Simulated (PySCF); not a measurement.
An unknown gives this computed stick spectrum. Theory: TDDFT PBE0/def2-SVPD, vertical, gas phase, core orbitals frozen in the response in PySCF 2.14.0, density-fitted response routines. Geometries: GFN2-xTB, one conformer each.

```json
{"state": "S1", "λ (nm)": "318.6", "f": "0.0000"}
{"state": "S2", "λ (nm)": "306.2", "f": "0.0003"}
{"state": "S3", "λ (nm)": "300.8", "f": "0.232"}
{"state": "S4", "λ (nm)": "290.2", "f": "0.0000"}
{"state": "S5", "λ (nm)": "250.2", "f": "0.014"}
{"state": "S6", "λ (nm)": "245.1", "f": "0.0024"}
{"state": "S7", "λ (nm)": "231.5", "f": "0.0038"}
{"state": "S8", "λ (nm)": "218.2", "f": "0.250"}
```

Triplets computed (Tamm–Dancoff): 2.61, 3.39, 3.50 eV.

Task: Which candidate is it? All have the formula C6H4NP.
A. `N#Cc1ccccp1`
B. `N#Cc1ccpcc1`
C. `P#Cc1ccccn1`

Result: C. Its S1, at 3.89 eV, is the lowest among the candidates; the nearest of the others has S1 at 4.59 eV. S1 is HOMO-2→LUMO (85%), HOMO→LUMO+1 (12%). Löwdin shares by element: HOMO carbon 45% or more, phosphorus 30% (atoms not listed hold the other 25%); LUMO phosphorus 33%, carbon 30% or more, nitrogen 10% (atoms not listed hold the other 27%). At the same level the other candidates give, for their lowest levels:
- `N#Cc1ccccp1`: 270 nm (f 0.008); 261 nm (f 0.012); 255 nm (f 0.126); 232 nm (f 0.004); 218 nm (f 0.000); T1 3.02 eV; HOMO -7.76, LUMO -2.46 eV
- `N#Cc1ccpcc1`: 268 nm (f 0.014); 263 nm (f 0.000); 257 nm (f 0.322); 228 nm (f 0.000); 215 nm (f 0.000); T1 2.93 eV; HOMO -7.70, LUMO -2.57 eV
